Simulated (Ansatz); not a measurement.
Gas-phase electronic energies from Ansatz, PBE0-D4/def2-TZVP geometries. CCSD(T)/CBS is the MP2 limit (def2-TZVPP, def2-QZVPP) plus CCSD(T) − MP2 in def2-TZVPP, frozen cores. This one scheme is used for every species, atoms too. For atomizations the MP2-based limit and the directly extrapolated one differ by several kJ/mol either way, and by 10 to 25 for some Ge, Se and Sn compounds, so smaller differences from it don't rank the levels. DFT in def2-TZVPP. Open shells (•) are unrestricted, without spin–orbit coupling. Spin–orbit coupling would lower the free atoms: a little for C, Cl, Si. Each species was taken in one conformer, which may not be the lowest.

Reaction (atomization): `[SiH3]NC[SiH2]Cl` → C• + Cl• + 8 H• + N• + 2 Si•

CCSD(T)/CBS gives +4304.5 kJ/mol.

Q: Another level gave +4276.2 kJ/mol. Which?
A. revPBE-D4/def2-TZVPP
B. PBE0-D4/def2-TZVPP
C. CAM-B3LYP/def2-TZVPP
D. B2PLYP/def2-TZVPP

A: B. PBE0-D4 4276.2, revPBE-D4 4234.5, CAM-B3LYP 4291.3, B2PLYP 4242.1 kJ/mol.

Largest T1 diagnostic among the species: 0.012.

In def2-TZVPP, CCSD(T) changes the Hartree–Fock value by +1009.7 kJ/mol (the triples alone add +51.0 kJ/mol) and MP2 by +1034.0 kJ/mol; breaking electron pairs costs correlation energy, which Hartree–Fock lacks. From r2SCAN to r2SCAN0 (25 % exact exchange), in def2-TZVPP and without D4, ΔE moves by −41.9 kJ/mol: exact exchange takes away binding that semilocal exchange gives to molecules.
